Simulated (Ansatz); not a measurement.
`[CH3][Al]([CH3])[N]=C=O` → Al• + 3 C• + 6 H• + N• + O•  (atomization)

Computed with Ansatz on PBE0-D4/def2-TZVP structures; ΔE is electronic, products minus reactants. CCSD(T)/CBS adds triple-zeta CCSD(T) − MP2 to the extrapolated MP2 energy (def2 sets, frozen cores). This one scheme is used for every species, atoms too. Functionals use def2-TZVPP. HSE06 is defined as in plane-wave codes. No spin–orbit coupling; open shells (•) take unrestricted orbitals. Spin–orbit coupling would lower the free atoms: a little for Al, C, O. One conformer a species, not always the lowest.

Q: What is ΔE at CCSD(T)/CBS? (Best estimate.)

A: The calculation gave: +4940.4 kJ/mol.

Q: What do these levels give: PBE-D4, r2SCAN0-D4, HSE06-D4, CAM-B3LYP-D4, PBE, BHLYP, HF/def2-SVP, MP2/def2-SVP, CCSD(T)/def2-SVP, HF/def2-TZVPP, MP2/def2-TZVPP, SCS-MP2/def2-QZVPP? (Estimate.)

A: The calculation gave: PBE-D4 5098.5, r2SCAN0-D4 4882.3, HSE06-D4 4981.2, CAM-B3LYP-D4 4980.7, PBE 5077.4, BHLYP 4760.8, HF/def2-SVP 3607.2, MP2/def2-SVP 4799.9, CCSD(T)/def2-SVP 4697.2, HF/def2-TZVPP 3558.9, MP2/def2-TZVPP 4934.8, SCS-MP2/def2-QZVPP 4984.2 kJ/mol.

Largest T1 diagnostic among the species: 0.018.

From r2SCAN to r2SCAN0 (25 % exact exchange), in def2-TZVPP and without D4, ΔE moves by −103.8 kJ/mol: exact exchange takes away binding that semilocal exchange gives to molecules. Leaving LDA and LC-ωPBE aside and taking each functional with its dispersion term where it has one, the values, not all of them listed here, spread over 311.5 kJ/mol, from BHLYP-D4 to PBE-D4. LDA lies +605.5 kJ/mol from PBE without D4, its usual overbinding.

For atomizations the MP2-based limit and the directly extrapolated one differ by several kJ/mol either way, and by 10 to 25 for some Ge, Se and Sn compounds, so smaller differences from it don't rank the levels.
